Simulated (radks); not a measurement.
These are the eigenvalues of the occupied orbitals of an atom or ion with whole-number occupations (hartree). All-electron calculation, scalar-relativistic Kohn-Sham, B86b exchange with PBE correlation, spin-polarised, spherical densities, point nucleus. Program: a radial shooting solver on a logarithmic mesh with Libxc functionals.

1s up: -48.45092
1s down: -48.40486
2s up: -4.78975
2s down: -4.69351
2p up: -3.58666
2p down: -3.48369

Which element is it, and in what charge state? The configuration may be excited. Open shells, if any, are filled with parallel spins first.

Answer. Z = 12, magnesium, charge +3: Mg3+ in [He] 2s2 2p5. The list shows which subshells hold electrons but not how many an open one holds; the 1s level, -48.451 hartree, gives Z - s = 9.8 by -(Z - s)^2/2, which with screening and relativity narrows Z to a few neighbours, and the depths of the outer levels then fix element, charge and occupations together.
